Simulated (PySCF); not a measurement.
## Calculated data, B₂ClH₃N, AlB₂H₄N

Calculation on a computer-drawn molecule: the log of a Hartree-Fock and frozen-core CCSD(T) single point meant for a local Hartree-Fock minimum, with one planted fault or none, to be diagnosed. Offsets are logged minus clean, where the clean run is the same molecule without the fault. The reference is restricted for singlets and unrestricted otherwise, and also for a bond in bohr or an excited solution. Adding or removing an electron swaps singlet and doublet. The excited solution moves the top pair (singlet) or top alpha electron (doublet) to the lowest empty orbital. Highest occupied and lowest empty are orbital energies over both spins, largest force is the largest gradient component, triples share is (T) over the correlation energy, the T1 limit is 0.02 restricted and 0.045 unrestricted, electrons count all cores, a negative frequency is imaginary (commonest isotopes), and the dipole is about the centre of nuclear charge. Program: PySCF 2.14.0.

Common to all runs: meant multiplicity 1; logged SCF converged yes; possible faults no fault, one electron removed, one electron added, multiplicity raised by two, geometry at a saddle point, SCF held on an excited solution, minimal basis STO-3G, one bond length entered in bohr, all coordinates scaled.

```yaml
- entry: 1
  formula: B2ClH3N
  logged_structure:
    atoms_angstrom:
      - [B, -1.0535, -0.6676, -2.362]
      - ["N", -0.6389, -0.6611, -1.2071]
      - [B, -0.1365, -0.6541, 0.2067]
      - [Cl, 1.8826, -0.27, 0.1782]
      - [H, -1.4534, -0.6749, -3.4668]
      - [H, -0.591, 0.2588, 0.8713]
      - [H, -0.212, -1.7426, 0.7463]
  given:
    meant_charge: -1
    meant_basis: "aug-cc-pV(D+d)Z"
    logged_electrons: 38
    logged_basis_functions: 128
    logged_spin_squared: 2.018
    "logged_highest_occupied [eV]": -0.27941
    "logged_lowest_empty [eV]": 3.3693
    "logged_largest_force [hartree/bohr]": 0.17362
    logged_T1_diagnostic: 0.035585
    logged_D1_diagnostic: 0.21055
    logged_triples_share: 0.036295
    logged_CC_converged: "yes"
    "logged_dipole_magnitude [debye]": 2.5352
    logged_SCF_stable_within_its_kind: "yes"
    "logged_energy_HF [hartree]": -565.02592
    "logged_energy_CCSD(T) [hartree]": -565.56705
    drawn_bonds_atom: [1, 2, 3, 1, 3, 3]
    drawn_bonds_other_atom: [2, 3, 4, 5, 6, 7]
    drawn_bonds_order: [2, 1, 1, 1, 1, 1]
  results:
    planted_fault: "multiplicity raised by two"
    "HF_energy_offset_from_clean_run [kcal/mol]": 95.12
    "CCSD(T)_energy_offset_from_clean_run [kcal/mol]": 118.3
- entry: 2
  formula: B2ClH3N
  logged_structure:
    atoms_angstrom:
      - [B, -1.0535, -0.6676, -2.362]
      - ["N", -0.6389, -0.6611, -1.2071]
      - [B, -0.1365, -0.6541, 0.2067]
      - [Cl, 3.6791, 0.0718, 0.1529]
      - [H, -1.4534, -0.6749, -3.4668]
      - [H, -0.591, 0.2588, 0.8713]
      - [H, -0.212, -1.7426, 0.7463]
  given:
    meant_charge: -1
    meant_basis: "aug-cc-pV(D+d)Z"
    logged_electrons: 38
    logged_basis_functions: 128
    logged_spin_squared: 0.0
    "logged_highest_occupied [eV]": -4.4247
    "logged_lowest_empty [eV]": 2.9102
    "logged_largest_force [hartree/bohr]": 0.078454
    logged_T1_diagnostic: 0.014719
    logged_D1_diagnostic: 0.03984
    logged_triples_share: 0.034368
    logged_CC_converged: "yes"
    "logged_dipole_magnitude [debye]": 10.572
    logged_SCF_stable_within_its_kind: "yes"
    "logged_energy_HF [hartree]": -565.14034
    "logged_energy_CCSD(T) [hartree]": -565.69929
    drawn_bonds_atom: [1, 2, 3, 1, 3, 3]
    drawn_bonds_other_atom: [2, 3, 4, 5, 6, 7]
    drawn_bonds_order: [2, 1, 1, 1, 1, 1]
  results:
    planted_fault: "one bond length entered in bohr, row 3 of the drawn bonds"
    "HF_energy_offset_from_clean_run [kcal/mol]": 23.32
    "CCSD(T)_energy_offset_from_clean_run [kcal/mol]": 35.34
- entry: 3
  formula: AlB2H4N
  logged_structure:
    atoms_angstrom:
      - [B, -0.3165, -3.0339, -0.576]
      - ["N", -0.9206, -2.2803, 0.2066]
      - [B, -1.6071, -1.4154, 1.0908]
      - [Al, -1.9842, 0.6424, 0.5344]
      - [H, 0.2528, -3.741, -1.316]
      - [H, -1.9585, -1.8881, 2.1465]
      - [H, -3.3026, 1.0686, -0.2467]
      - [H, -0.9462, 1.8011, 0.866]
  given:
    meant_charge: 0
    meant_basis: "cc-pV(D+d)Z"
    logged_electrons: 34
    logged_basis_functions: 85
    logged_spin_squared: 0.0
    "logged_highest_occupied [eV]": -3.4748
    "logged_lowest_empty [eV]": -4.0969
    "logged_largest_force [hartree/bohr]": 0.14739
    logged_CC_converged: "no"
    "logged_dipole_magnitude [debye]": 10.624
    logged_SCF_stable_within_its_kind: "no"
    "logged_energy_HF [hartree]": -347.65663
    drawn_bonds_atom: [1, 2, 3, 1, 3, 4, 4]
    drawn_bonds_other_atom: [2, 3, 4, 5, 6, 7, 8]
    drawn_bonds_order: [2, 1, 1, 1, 1, 1, 1]
  results:
    planted_fault: "SCF held on an excited solution"
    "HF_energy_offset_from_clean_run [kcal/mol]": 261.4
  notes: ["CCSD not converged"]
```
